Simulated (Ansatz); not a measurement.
The cluster PdS₃⁻ (the lowest doublet isomer of a short search). Total charge -1; doublet. Geometry PBE0-D4/def2-SVPD, basis def2-TZVPD, Ansatz.

Cartesian coordinates in Å:
```
Pd -0.107 -0.120 0.504
S 0.519 -1.113 -1.544
S 0.254 0.923 -1.528
S -0.667 0.311 2.568
```

```json
{"run": "A", "HOMO (eV)": "-0.43", "LUMO (eV)": "-0.16"}
{"run": "B", "HOMO (eV)": "-3.68", "LUMO (eV)": "2.63"}
{"run": "C", "HOMO (eV)": "-0.36", "LUMO (eV)": "-0.29"}
{"run": "D", "HOMO (eV)": "-3.97", "LUMO (eV)": "2.89"}
{"run": "E", "HOMO (eV)": "-0.84", "LUMO (eV)": "0.22"}
{"run": "F", "HOMO (eV)": "-1.47", "LUMO (eV)": "0.80"}
```

In the def2 sets Pd takes a core potential; there is no spin–orbit coupling. LC-ωPBE has ω = 0.4 bohr⁻¹. HOMO above LUMO, or a gap near zero within one spin, warns that the state may not be the lowest or that an electron is smeared out. The structure comes from a short search, and lower isomers may exist.

HOMO and LUMO are taken over both spins.

The runs used LC-ωPBE, PBE, r2SCAN, r2SCAN0, r2SCANh, ωB97X-V. Estimate which is which.

A r2SCAN (0 % exact exchange); B ωB97X-V (range-separated); C PBE (0 % exact exchange); D LC-ωPBE (range-separated); E r2SCANh (10 % exact exchange); F r2SCAN0 (25 % exact exchange). Exact exchange lowers occupied and raises empty levels; among semilocal functionals meta-GGAs tend to open the gap a little, and such runs are hard to tell apart. The gap grows from 0.06 eV (PBE) to 6.86 eV (LC-ωPBE). At PBE-D4/def2-TZVPD the gap within one spin of the charge -1 doublet nearly closes, so an electron or hole may be smeared out by delocalisation error.
